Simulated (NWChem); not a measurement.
Species: CH$_{6}$SeSi; SMILES C[SiH2][SeH]

```xyz
9

Si     0.5566     1.0396     0.0071
C     -0.8580     2.2844    -0.0813
Se    -0.1690    -1.1432    -0.1758
H      1.4925     1.1920    -1.1599
H      1.3322     1.2281     1.2838
H     -1.5565     2.1455     0.7683
H     -0.4631     3.3208    -0.0382
H     -1.4282     2.1593    -1.0229
H     -0.9509    -1.0618     1.0857
```
Atoms are numbered in this order, from 1.

Level: PBE-D3(BJ)/def2-SVP (NWChem), optimised geometry, unscaled harmonic frequencies. This build's default masses of Se (78.918 u) and Br (79.917 u) are each other's, which moves their modes by up to 0.6 %.

```
frequency (cm⁻¹)  IR intensity (km/mol)
----------------  ---------------------
146                                 2.6
163                                 0.8
180                                 6.0
372                                13.3
433                                10.0
552                                 3.8
659                                 1.0
693                                43.1
743                                11.6
855                                88.9
865                               190.8
901                                69.2
1213                               14.6
1377                                6.7
1382                                1.8
2152                              103.9
2172                               91.7
2353                               14.2
2976                                2.3
3076                                2.0
3090                                1.1
```

```yaml
zero_point_energy: 37.7 kcal/mol
thermal correction to the enthalpy at 298.15 K (with zero-point energy): 42.0 kcal/mol
heat capacity Cv: 20.2 cal/(mol K)
entropy at 298.15 K and 1 atm (symmetry number 1): 77.8 cal/(mol K)
dipole_moment: 1.60 D
```

Rigid rotor and harmonic oscillator.
